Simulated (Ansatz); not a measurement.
Species: C4H11Si, charge 0, multiplicity 2. It need not be the lowest isomer of its formula. 
Structure (B3LYP-D3(BJ)/def2-TZVP (Ansatz, a first-principles code) minimum search):
```
Si
C 1 1.8509
H 2 1.0855 1 123.07
H 2 1.0855 3 113.83 1 177.89
C 1 1.8793 2 109.29 3 -30.70
H 5 1.0920 1 111.33 2 -61.43
H 5 1.0926 6 107.81 1 -122.05
H 5 1.0927 6 107.89 7 -116.03
C 1 1.8793 2 109.29 3 -151.60
H 9 1.0920 1 111.33 2 61.43
H 9 1.0926 10 107.81 1 122.05
H 9 1.0927 10 107.89 11 116.03
C 1 1.8845 2 110.01 3 88.85
H 13 1.0919 1 111.23 2 60.11
H 13 1.0919 14 107.82 1 122.21
H 13 1.0933 14 107.95 15 116.38
```
Charge 0, spin multiplicity 2.

Basis-set convergence of Hartree-Fock and MP2 correlation energies (hartree) with Ansatz. Valence correlation only, unless marked. Open shells are spin-unrestricted. Spin-orbit coupling is left out. Non-relativistic.

| basis | functions | E(HF) | E(corr, MP2) |
|---|---|---|---|
| cc-pV(D+d)Z | 134 | -446.81834 | -0.65470 |
| cc-pV(T+d)Z | 313 | [?] | [?] |

Q: Complete the blanks.

A: 
- cc-pV(T+d)Z, E(HF): -446.88207
- cc-pV(T+d)Z, E(corr, MP2): -0.80680
